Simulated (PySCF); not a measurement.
Ligand exchange on a metal centre used in film growth or etching (Nb Cl-NH2). All species are isolated molecules in the gas phase. One relaxed conformer stands for each flexible species; it need not be the lowest.

The HOMO from two functionals at the same geometries (r2SCAN-D4/def2-SVP), both in PySCF: PBE-D3(BJ)/def2-TZVP and TPSSh-D3(BJ)/def2-TZVP. 

```tsv
species	PBE-D3(BJ)/def2-TZVP (eV)
2 of 5 Cl replaced by NH2 ([Nb(Cl)3(NH2)2])	-7.01
3 of 5 Cl replaced by NH2 ([Nb(Cl)2(NH2)3])	-6.17
4 of 5 Cl replaced by NH2 ([Nb(Cl)(NH2)4])	-5.77
5 of 5 Cl replaced by NH2	-5.13
```

Problem. What does TPSSh-D3(BJ)/def2-TZVP give for each?

Solution. 
- 2 of 5 Cl replaced by NH2 ([Nb(Cl)3(NH2)2]): -7.63
- 3 of 5 Cl replaced by NH2 ([Nb(Cl)2(NH2)3]): -6.79
- 4 of 5 Cl replaced by NH2 ([Nb(Cl)(NH2)4]): -6.38
- 5 of 5 Cl replaced by NH2: -5.69
Over these rows, drawn at random from the members with no instability flagged (it was tested for open shells, ions and some series alone), PBE minus TPSSh-D3(BJ): mean +0.60 eV, from +0.56 eV to +0.62 eV.
